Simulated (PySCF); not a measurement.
**Peak assignment**

Molfile (atoms numbered from 1):
```
C5H15NP2Si
     RDKit          3D

 24 24  0  0  0  0  0  0  0  0999 V2000
    2.1863    0.0423   -1.4249 C   0  0  0  0  0  0  0  0  0  0  0  0
    1.7757   -0.0496   -0.0416 N   0  0  0  0  0  0  0  0  0  0  0  0
    1.7058    1.2633    0.5535 C   0  0  0  0  0  0  0  0  0  0  0  0
    0.5679   -0.8115    0.0812 C   0  0  1  0  0  0  0  0  0  0  0  0
    0.1131   -1.2222    1.4865 C   0  0  0  0  0  0  0  0  0  0  0  0
   -1.4091   -1.1905    1.3047 C   0  0  0  0  0  0  0  0  0  0  0  0
   -1.2394   -0.1286   -0.2986 Si  0  0  0  0  0  4  0  0  0  0  0  0
   -2.2111   -1.0965   -2.1046 P   0  0  0  0  0  0  0  0  0  0  0  0
   -1.7218    2.0844   -0.1157 P   0  0  0  0  0  0  0  0  0  0  0  0
    1.4321    0.5615   -2.0403 H   0  0  0  0  0  0  0  0  0  0  0  0
    2.3359   -0.9577   -1.8291 H   0  0  0  0  0  0  0  0  0  0  0  0
    3.1264    0.5880   -1.4879 H   0  0  0  0  0  0  0  0  0  0  0  0
    1.4515    1.1857    1.6078 H   0  0  0  0  0  0  0  0  0  0  0  0
    2.6798    1.7437    0.4725 H   0  0  0  0  0  0  0  0  0  0  0  0
    0.9546    1.9040    0.0559 H   0  0  0  0  0  0  0  0  0  0  0  0
    0.7003   -1.7161   -0.5195 H   0  0  0  0  0  0  0  0  0  0  0  0
    0.5014   -2.1924    1.7938 H   0  0  0  0  0  0  0  0  0  0  0  0
    0.4240   -0.4884    2.2267 H   0  0  0  0  0  0  0  0  0  0  0  0
   -1.9421   -0.7734    2.1555 H   0  0  0  0  0  0  0  0  0  0  0  0
   -1.8157   -2.1813    1.1128 H   0  0  0  0  0  0  0  0  0  0  0  0
   -1.6812   -0.1766   -2.9905 H   0  0  0  0  0  0  0  0  0  0  0  0
   -3.3845   -0.3749   -1.9828 H   0  0  0  0  0  0  0  0  0  0  0  0
   -3.0789    1.8756    0.0785 H   0  0  0  0  0  0  0  0  0  0  0  0
   -1.4827    2.1310    1.2473 H   0  0  0  0  0  0  0  0  0  0  0  0
  1  2  1  0
  2  3  1  0
  2  4  1  0
  4  5  1  0
  5  6  1  0
  6  7  1  0
  7  8  1  0
  7  9  1  0
  7  4  1  0
  1 10  1  0
  1 11  1  0
  1 12  1  0
  3 13  1  0
  3 14  1  0
  3 15  1  0
  4 16  1  6
  5 17  1  0
  5 18  1  0
  6 19  1  0
  6 20  1  0
  8 21  1  0
  8 22  1  0
  9 23  1  0
  9 24  1  0
M  END
```

[PySCF 2.14.0 with density-fitted response routines: geometry: GFN2-xTB; NMR shieldings at PBE0/pcSseg-1/GIAO; gas phase; one conformer; no relativistic terms; equivalent nuclei averaged]

Shifts are taken against calculated references (same method and geometry level): 13C (σref 186.93) and 1H (σref 31.72) against TMS.

**Question.** Assign these signals to the numbered atoms. 13C{1H} NMR (computed): δ 71.0, 46.6, 29.1, 16.4.

**Answer.** 
| δ (ppm) | atoms | environment | reason |
| --- | --- | --- | --- |
| 71.0 | C4 | sp3 CH bonded to N and Si | the inductive effect lowers its shielding |
| 46.6 | C1/C3 | methyl carbon bonded to N | deshielded by the electronegative neighbour |
| 29.1 | C5 | sp3 CH2 in a ring | aliphatic region, no heteroatom directly attached |
| 16.4 | C6 | sp3 CH2 bonded to Si | – |

**Question.** Assign these signals to the numbered atoms. 1H NMR (300 MHz, computed): δ 3.28 (m, 1H), 2.66 (m, 1H), 2.51 (m, 1H), 2.13 (s, 6H), 1.86 (m, 2H), 1.34 (m, 1H), 1.31 (m, 2H), 1.08 (m, 1H).

**Answer.** 
| δ (ppm) | atoms | environment | reason |
| --- | --- | --- | --- |
| 3.28 | H16 | hydrogen on an sp3 CH bonded to N and Si | its carbon carries N, which withdraws density |
| 2.66 | H17 | hydrogen on an sp3 CH2 in a ring | – |
| 2.51 | H18 | hydrogen on an sp3 CH2 in a ring | – |
| 2.13 | H10/H11/H12/H13/H14/H15 | hydrogen on a methyl carbon bonded to N | its carbon carries N, hence the downfield position |
| 1.86 | H23/H24 | hydrogen on a phosphorus bonded to Si | – |
| 1.34 | H20 | hydrogen on an sp3 CH2 bonded to Si | – |
| 1.31 | H21/H22 | hydrogen on a phosphorus bonded to Si | – |
| 1.08 | H19 | hydrogen on an sp3 CH2 bonded to Si | – |

H20 and H21/H22 lie closer than the usual error of such a calculation, so a measured spectrum could show them in the other order.

Splittings by 31P in the carbon and heteronuclear signals aren't shown, as no couplings were computed. Shifts are as computed. Against solution values, carbons near 30 ppm lie about +3 ppm off and those near 130 ppm about +5 ppm. Of 1309 compounds with measured shifts, 239 miss one by over three times the rms of a fit or turn the order of signals round; such compounds aren't used in these exercises. Multiplicities follow the n + 1 count of equivalent neighbours, as no J values were calculated; m marks all less simple cases, F and P coupling included.
